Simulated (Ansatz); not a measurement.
Consider the ligand exchange at the Si–S bond: `[SiH3][SiH](S)Br` + HBr → `[SiH3][SiH](Br)Br` + H₂S.

Computed with Ansatz on PBE0-D4/def2-TZVP structures; ΔE is electronic, products minus reactants. CBS: MP2 limit from def2 TZ/QZ plus the TZ coupled-cluster correction, frozen cores. This one scheme is used for every species. Functionals use def2-TZVPP. B3LYP here is the variant with VWN-RPA as its local correlation; programs differ in this. HSE06 is defined as in plane-wave codes. For Br outer-core shells are correlated without core-valence functions, which leaves a few kJ/mol of doubt a bond. Scalar relativity is left out up to krypton. Each species was taken in one conformer, which may not be the lowest.

| level | ΔE (kJ/mol) | difference from CCSD(T)/CBS |
| --- | --- | --- |
| LDA (SPW92) | -26.8 | 7.7 |
| PBE-D4 | -28.4 | 6.1 |
| revPBE-D4 | -26.9 | 7.6 |
| r2SCAN-D4 | -31.3 | 3.2 |
| B97M-V | -30.0 | 4.5 |
| B3LYP-D4 | -32.3 | 2.2 |
| r2SCANh-D4 | -31.9 | 2.6 |
| r2SCAN0-D4 | -32.7 | 1.8 |
| HSE06-D4 | -30.7 | 3.8 |
| BHLYP-D4 | -35.9 | -1.4 |
| CAM-B3LYP-D4 | -32.7 | 1.8 |
| ωB97X-V | -33.0 | 1.5 |
| ωB97M-V | -33.7 | 0.8 |
| B2PLYP | -33.7 | 0.8 |
| PBE-QIDH | -32.9 | 1.6 |
| PBE | -29.3 | 5.2 |
| revPBE | -30.0 | 4.5 |
| BLYP | -32.3 | 2.2 |
| r2SCAN | -31.7 | 2.8 |
| PBE0 | -31.4 | 3.1 |
| B3LYP | -33.7 | 0.8 |
| r2SCAN0 | -33.1 | 1.4 |
| HSE06 | -31.4 | 3.1 |
| CAM-B3LYP | -33.6 | 0.9 |
| LC-ωPBE | -31.3 | 3.2 |
| RPA@PBE/def2-TZVPP | -31.8 | 2.7 |
| HF/def2-SVP | -36.1 | -1.6 |
| MP2/def2-SVP | -30.9 | 3.6 |
| CCSD/def2-SVP | -30.0 | 4.5 |
| CCSD(T)/def2-SVP | -28.9 | 5.6 |
| MP2/def2-TZVPP | -33.5 | 1.0 |
| SCS-MP2/def2-TZVPP | -34.4 | 0.1 |
| CCSD/def2-TZVPP | -33.5 | 1.0 |
| CCSD(T)/def2-TZVPP | -31.9 | 2.6 |
| HF/def2-QZVPP | -41.1 | -6.6 |
| MP2/def2-QZVPP | -35.0 | -0.5 |
| SCS-MP2/def2-QZVPP | -35.6 | -1.1 |
| HF/CBS(def2) | -41.1 | -6.6 |
| MP2/CBS(def2) | -36.1 | -1.6 |
| CCSD/CBS(def2) | -36.2 | -1.7 |
| CCSD(T)/CBS | -34.5 | 0 |

Largest T1 diagnostic among the species: 0.010.

Leaving LDA and LC-ωPBE aside and taking each functional with its dispersion term where it has one, the values spread over 9.0 kJ/mol, from BHLYP-D4 to revPBE-D4. At CCSD(T), def2-SVP lies +5.6 kJ/mol from the extrapolated value and def2-TZVPP +2.6 kJ/mol.

CCSD(T)/CBS has its own doubt, a few kJ/mol and more with outer-core shells, so smaller differences from it don't rank the levels.
